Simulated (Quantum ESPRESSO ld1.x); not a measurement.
Results of a calculation; reference values are marked as such.
Question: These are the eigenvalues of the occupied orbitals of an atom or ion with whole-number occupations (hartree). Level of theory: Dirac Kohn-Sham, exchange-only LDA, spin-unpolarised, spherical densities, point nucleus (ld1.x of Quantum ESPRESSO 7.5).

orbital  eigenvalue
1s1/2      -56.4906
2s1/2      -5.14244
2p1/2      -3.76488
2p3/2      -3.74849

Which element is it, and in what charge state? The configuration may be excited. Open shells, if any, fill j = l - 1/2 first.

Answer: Z = 13, aluminium, charge +3: Al3+ in [Ne]. The list shows which subshells hold electrons but not how many an open one holds; the 1s level, -56.491 hartree, gives Z - s = 10.6 by -(Z - s)^2/2, which with screening and relativity narrows Z to a few neighbours, and the depths of the outer levels then fix element, charge and occupations together.
